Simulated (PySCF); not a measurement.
SMILES c1cc(-c2cc3sccc3s2)ccn1, GFN2-xTB optimised geometry.

```
21

C      0.53    -3.74     0.00
C     -0.24    -2.59     0.00
C      0.40    -1.35     0.00
C     -0.34    -0.11     0.00
C     -1.70     0.07     0.00
C     -2.05     1.43     0.00
S     -3.54     2.31     0.00
C     -2.67     3.80     0.00
C     -1.32     3.66     0.00
C     -0.97     2.29     0.00
S      0.52     1.42     0.00
C      1.80    -1.36     0.00
C      2.46    -2.57     0.00
N      1.85    -3.74     0.00
H      0.06    -4.72     0.00
H     -1.32    -2.67     0.00
H     -2.42    -0.73     0.00
H     -3.23     4.72     0.00
H     -0.62     4.47     0.00
H      2.34    -0.43     0.00
H      3.54    -2.61     0.00
```

Density from PBE0/def2-SVP (PySCF) at that geometry.

Minimum of the electron density along straight lines between bonded atoms, close to the bond critical point (lines longer than 1.1 times the sum of covalent radii, or with two minima, are not listed):

| bond | length / Å | ρ at the minimum / e bohr⁻³ | ∇²ρ there / e bohr⁻⁵ | position (fraction from the first atom) |
|---|---|---|---|---|
| C1–C2 | 1.383 | 0.315 | -0.81 | 0.50 |
| C2–C3 | 1.399 | 0.303 | -0.76 | 0.49 |
| C3–C4 | 1.446 | 0.279 | -0.69 | 0.49 |
| C4–C5 | 1.371 | 0.316 | -0.78 | 0.51 |
| C5–C6 | 1.402 | 0.298 | -0.73 | 0.49 |
| C6–S7 | 1.729 | 0.211 | -0.46 | 0.48 |
| S7–C8 | 1.732 | 0.212 | -0.45 | 0.53 |
| C8–C9 | 1.358 | 0.322 | -0.81 | 0.51 |
| C6–C10 | 1.391 | 0.309 | -0.75 | 0.50 |
| C9–C10 | 1.409 | 0.294 | -0.71 | 0.49 |
| C4–S11 | 1.758 | 0.202 | -0.40 | 0.46 |
| C10–S11 | 1.723 | 0.213 | -0.47 | 0.48 |
| C3–C12 | 1.398 | 0.305 | -0.77 | 0.51 |
| C12–C13 | 1.382 | 0.315 | -0.81 | 0.50 |
| C1–N14 | 1.323 | 0.351 | -1.01 | 0.35 |
| C13–N14 | 1.323 | 0.351 | -1.01 | 0.35 |
| C1–H15 | 1.082 | 0.287 | -1.12 | 0.64 |
| C2–H16 | 1.078 | 0.284 | -1.08 | 0.63 |
| C5–H17 | 1.074 | 0.285 | -1.10 | 0.64 |
| C8–H18 | 1.072 | 0.286 | -1.13 | 0.64 |
| C9–H19 | 1.074 | 0.285 | -1.11 | 0.64 |
| C12–H20 | 1.080 | 0.283 | -1.08 | 0.63 |
| C13–H21 | 1.082 | 0.287 | -1.12 | 0.64 |
